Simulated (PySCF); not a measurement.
## Spinor energies of Re⁺ (rhenium, charge +1)

Start: [Xe] 4f14 5d5 6s1; 5d3/2 filled at m_j = -3/2, -1/2, +1/2, +3/2; 5d5/2 filled at m_j = +5/2; 6s1/2 filled at m_j = +1/2. Calculated with PySCF 2.14 in x2c-TZVPall-2c with one added diffuse shell each of s, p, d type (12s12p11d2f, 117 functions): generalised Hartree-Fock with the X2C-1e Hamiltonian and a Gaussian nucleus; one run each with spin-orbit coupling (SO) switched off, then screened by Boettger's factors.

```json
{"spinor shell": "1s1/2", "electrons": "2", "ε, spin-free (eV)": "-72075.9", "ε, screened SO (eV)": "-72052.8", "weight of nominal j (screened SO)": "1.000", "rms radius, screened SO (bohr)": "0.0204"}
{"spinor shell": "2s1/2", "electrons": "2", "ε, spin-free (eV)": "-12646.7", "ε, screened SO (eV)": "-12639.5", "weight of nominal j (screened SO)": "1.000", "rms radius, screened SO (bohr)": "0.0824"}
{"spinor shell": "2p1/2", "electrons": "2", "ε, spin-free (eV)": "-11042.6", "ε, screened SO (eV)": "-12072.8", "weight of nominal j (screened SO)": "1.000", "rms radius, screened SO (bohr)": "0.0700"}
{"spinor shell": "2p3/2", "electrons": "4", "ε, spin-free (eV)": "-11042.6", "ε, screened SO (eV)": "-10627.4", "weight of nominal j (screened SO)": "1.000", "rms radius, screened SO (bohr)": "0.0775"}
{"spinor shell": "3s1/2", "electrons": "2", "ε, spin-free (eV)": "-2997.2", "ε, screened SO (eV)": "-2994.8", "weight of nominal j (screened SO)": "1.000", "rms radius, screened SO (bohr)": "0.210"}
{"spinor shell": "3p1/2", "electrons": "2", "ε, spin-free (eV)": "-2516.2", "ε, screened SO (eV)": "-2742.4", "weight of nominal j (screened SO)": "1.000", "rms radius, screened SO (bohr)": "0.202"}
{"spinor shell": "3p3/2", "electrons": "4", "ε, spin-free (eV)": "-2516.2", "ε, screened SO (eV)": "-2423.3", "weight of nominal j (screened SO)": "1.000", "rms radius, screened SO (bohr)": "0.217"}
{"spinor shell": "3d3/2", "electrons": "4", "ε, spin-free (eV)": "-1964.2", "ε, screened SO (eV)": "-2004.2", "weight of nominal j (screened SO)": "1.000", "rms radius, screened SO (bohr)": "0.192"}
{"spinor shell": "3d5/2", "electrons": "6", "ε, spin-free (eV)": "-1964.2", "ε, screened SO (eV)": "-1935.4", "weight of nominal j (screened SO)": "1.000", "rms radius, screened SO (bohr)": "0.196"}
{"spinor shell": "4s1/2", "electrons": "2", "ε, spin-free (eV)": "-664.65", "ε, screened SO (eV)": "-663.87", "weight of nominal j (screened SO)": "1.000", "rms radius, screened SO (bohr)": "0.468"}
{"spinor shell": "4p1/2", "electrons": "2", "ε, spin-free (eV)": "-504.05", "ε, screened SO (eV)": "-557.33", "weight of nominal j (screened SO)": "1.000", "rms radius, screened SO (bohr)": "0.476"}
{"spinor shell": "4p3/2", "electrons": "4", "ε, spin-free (eV)": "-504.05", "ε, screened SO (eV)": "-481.99", "weight of nominal j (screened SO)": "1.000", "rms radius, screened SO (bohr)": "0.509"}
{"spinor shell": "4d3/2", "electrons": "4", "ε, spin-free (eV)": "-298.41", "ε, screened SO (eV)": "-306.70", "weight of nominal j (screened SO)": "0.999", "rms radius, screened SO (bohr)": "0.531"}
{"spinor shell": "4d5/2", "electrons": "6", "ε, spin-free (eV)": "-298.41", "ε, screened SO (eV)": "-292.26", "weight of nominal j (screened SO)": "0.999", "rms radius, screened SO (bohr)": "0.543"}
{"spinor shell": "5s1/2", "electrons": "2", "ε, spin-free (eV)": "-108.26", "ε, screened SO (eV)": "-108.12", "weight of nominal j (screened SO)": "1.000", "rms radius, screened SO (bohr)": "1.12"}
{"spinor shell": "5p1/2", "electrons": "2", "ε, spin-free (eV)": "-64.935", "ε, screened SO (eV)": "-74.593", "weight of nominal j (screened SO)": "0.918", "rms radius, screened SO (bohr)": "1.25"}
{"spinor shell": "4f5/2", "electrons": "6", "ε, spin-free (eV)": "-67.814", "ε, screened SO (eV)": "-68.965", "weight of nominal j (screened SO)": "0.981", "rms radius, screened SO (bohr)": "0.637"}
{"spinor shell": "4f7/2", "electrons": "8", "ε, spin-free (eV)": "-67.814", "ε, screened SO (eV)": "-66.347", "weight of nominal j (screened SO)": "0.986", "rms radius, screened SO (bohr)": "0.638"}
{"spinor shell": "5p3/2", "electrons": "4", "ε, spin-free (eV)": "-64.935", "ε, screened SO (eV)": "-60.813", "weight of nominal j (screened SO)": "0.958", "rms radius, screened SO (bohr)": "1.32"}
{"spinor shell": "5d3/2", "electrons": "4", "ε, spin-free (eV)": "-19.762", "ε, screened SO (eV)": "-19.863", "weight of nominal j (screened SO)": "0.586", "rms radius, screened SO (bohr)": "1.95"}
{"spinor shell": "5d5/2", "electrons": "1", "ε, spin-free (eV)": "-19.762", "ε, screened SO (eV)": "-19.257", "weight of nominal j (screened SO)": "1.000", "rms radius, screened SO (bohr)": "1.99"}
{"spinor shell": "6s1/2", "electrons": "1", "ε, spin-free (eV)": "-16.058", "ε, screened SO (eV)": "-16.043", "weight of nominal j (screened SO)": "1.000", "rms radius, screened SO (bohr)": "3.09"}
```

| quantity | spin-free | screened SO |
| --- | --- | --- |
| E (hartree) | -16679.71459 | -16700.49228 |
| M_J | 3 | 3 |
| ⟨J²⟩ | 12.007 | 12.008 |
| ⟨L²⟩ | 0.000 | 0.213 |
| ⟨S²⟩ | 12.007 | 11.929 |

Each row is a mean over spinors that exchange with the open shell spreads, by up to 8.408 eV (5p3/2).

Rows whose weight is well below 1 are mixtures of j = l ± 1/2: exchange outweighs spin-orbit coupling there, and the label is only the starting occupation.

Breit and QED terms are absent; they matter most for the inner s and p1/2 levels.

Densities and radii are taken from the X2C orbitals without a picture-change correction, which distorts them close to the nucleus.

Without spin-orbit coupling the j labels of p, d and f shells carry no meaning; the spin-free column gives the mean over the occupied spinors of each nl shell.
